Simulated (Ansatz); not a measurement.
```yaml
crystal:
  periodic: [false, false, false]
  atoms:
    - {symbol: C, position_ang: [-3.621648, 0.739347, -2.451864]}
    - {symbol: Si, position_ang: [-0.950570, -1.711861, -0.481459]}
    - {symbol: B, position_ang: [1.825370, 0.621650, 2.082603]}
    - {symbol: N, position_ang: [4.852091, 0.265807, 2.072564]}
    - {symbol: Cl, position_ang: [0.321569, 3.306319, 4.513030]}
    - {symbol: H, position_ang: [-2.474124, 2.235419, -3.941408]}
    - {symbol: H, position_ang: [-5.192098, -0.545481, -3.737470]}
    - {symbol: H, position_ang: [-4.846576, 2.065926, -0.866125]}
    - {symbol: H, position_ang: [0.766645, -3.492103, -2.651448]}
    - {symbol: H, position_ang: [-2.592582, -3.839622, 1.404047]}
    - {symbol: H, position_ang: [6.216650, 1.427727, 3.378471]}
    - {symbol: H, position_ang: [5.864675, -1.194133, 0.753857]}
basis:
  gaussian: {orbitals: x2c-TZVPPall}
hamiltonian: {xc: {name: wB97X}}
```

```sh
$ ansatz run in.yaml --threads 4 --pin off --events-out ev --progress --plain --max-ram 10444MiB
```

It prints (some lines left out):

```
Functional definition: wB97X
1517 factors; their error is unknown
356 factors; integrals over basis functions are off by at most 4.2e-5 eV
mean field evaluation 1: about -23698.9632 eV, gradient 7.7e1 eV
mean field evaluation 2: about -23304.8281 eV, gradient 2.0e2 eV
mean field evaluation 4: about -23685.0006 eV, gradient 9.7e1 eV
mean field evaluation 8: about -23719.7022 eV, gradient 2.3e1 eV
mean field evaluation 16: about -23723.5202 eV, gradient 6.8e-1 eV
mean field evaluation 32: about -23723.5235 eV, gradient 1.1e-5 eV
mean field -23723.52349383 eV, -871.8234080163 hartree, gradient 9.0e-6 eV, S^2 0.000000; 6 other end points of the search recorded, 0 dependent functions left out
reference -23723.52341660 eV, -871.8234051785 hartree; 28, 28 occupied and 247, 247 virtual orbitals, 1517 factors
Total energy: -23723.52341660 eV, -871.8234051785 hartree
Relativity: scalar
```

(1) Something in this input is off. What?

## Answers

(1) The geometry is stretched to more than twice its size. The run converged. The result belongs to that input, not to the molecule as meant.
